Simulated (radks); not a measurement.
Task: The mean radii <r> (bohr) of the occupied orbitals of an atom or ion are listed with their occupations. All-electron calculation, non-relativistic Kohn-Sham, TPSS, spin-polarised, spherical densities, point nucleus; meta-GGA in the generalised Kohn-Sham scheme. Program: a radial shooting solver on a logarithmic mesh with Libxc functionals.

orbital  occ.      <r>
1s up       1  0.01966
1s down     1  0.01966
2s up       1  0.08238
2s down     1  0.08230
2p up       3  0.06965
2p down     3  0.06957
3s up       1   0.1984
3s down     1   0.1988
3p up       3   0.1879
3p down     3   0.1884
3d up       4   0.1624

Name the element and its charge. Open shells, if any, are filled with parallel spins first.

Result: Z = 77, iridium, charge +55: Ir55+ in [Ar] 3d4. The 1s radius gives Z: for a bare nucleus <r> = 1.5/Z, 0.01948 bohr for Z = 77, and screening makes it slightly larger (0.01966 here). The occupations add up to 22, and the charge is Z minus that.
